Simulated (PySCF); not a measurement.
C₄H₈F₂Si.
SMILES with atom numbers: `[F:1][C@@H:2]1[CH2:3][CH2:4][C@@H:5]([F:6])[SiH2:7]1` (hydrogens: H8 on C2; H9, H10 on C3; H11, H12 on C4; H13 on C5; H14, H15 on Si7)

Method: PySCF 2.14.0, PBE0-D3(BJ)/def2-SVP geometry optimisation, gas phase; density fitting, grid level 1; the optimiser is geomeTRIC in internal coordinates, started from a GFN2-xTB structure with every atom displaced at random (about 0.01 Å).

Geometry at step 1:
```
atom  x, y, z in Å
F1     -0.3694   -1.6917   -1.5223
C2     -0.5854   -1.1718   -0.2533
C3     -0.9163    0.3083   -0.3946
C4      0.3834    1.0605   -0.6943
C5      1.3825    0.7295    0.4076
F6      0.9810    1.3816    1.5708
Si7     1.0870   -1.1510    0.6924
H8     -1.4134   -1.7384    0.2160
H9     -1.3565    0.6859    0.5440
H10    -1.6727    0.4303   -1.2011
H11     0.2428    2.1488   -0.7652
H12     0.7926    0.7125   -1.6656
H13     2.4061    1.0589    0.1578
H14     2.1028   -2.0610    0.0823
H15     0.9825   -1.4318    2.1536
```

Problem. What forces act on the atoms?

Solution. 
```tsv
atom	Fx (eV/Å)	Fy (eV/Å)	Fz (eV/Å)
F1	0.059	-0.107	-0.132
C2	-0.172	0.028	0.233
C3	-0.260	0.025	-0.374
C4	0.129	-0.079	-0.124
C5	-0.072	-0.096	-0.157
F6	0.049	0.091	0.059
Si7	0.201	-0.077	0.153
H8	0.148	0.079	-0.074
H9	0.025	-0.032	-0.024
H10	0.206	0.036	0.277
H11	-0.047	0.068	-0.010
H12	-0.084	0.070	0.189
H13	-0.068	-0.037	0.045
H14	-0.051	0.049	-0.059
H15	-0.062	-0.019	-0.002
```

The largest, 0.46 eV/Å, acts on C3; the rms over all components is 0.126 eV/Å. The forces sum to zero within rounding, as they must for an isolated molecule in no field.

Problem. Give the force on C3 in Eh/bohr and in nN.

Solution. 0.456 eV/Å ÷ 51.422 = 0.00886 Eh/bohr, and 0.456 eV/Å × 1.602 = 0.73 nN.

Problem. How far is this geometry from the end of the optimisation?

Solution. 0.013 eV above it, and 0.029 Å rms away after alignment. The bonds farthest from their final lengths, with half the difference of the two atoms' forces along the bond (positive lengthens):

| bond | now (Å) | final (Å) | force along bond (eV/Å) |
| --- | --- | --- | --- |
| C3–H10 | 1.112 | 1.102 | -0.39 |
| C4–H12 | 1.110 | 1.103 | -0.20 |
| F1–C2 | 1.388 | 1.395 | +0.21 |
| C2–H8 | 1.108 | 1.102 | -0.20 |
| C2–Si7 | 1.921 | 1.925 | +0.14 |
| Si7–H14 | 1.494 | 1.491 | -0.08 |

The angle farthest from its final value is H14–Si7–H15, 109.5° against 111.2°.

The cost below is that of the whole optimisation. Hardware: an Arm Neoverse V1 with one thread, no GPU, on a shared host. Cost: 64 s, 0.64 GiB resident at most.
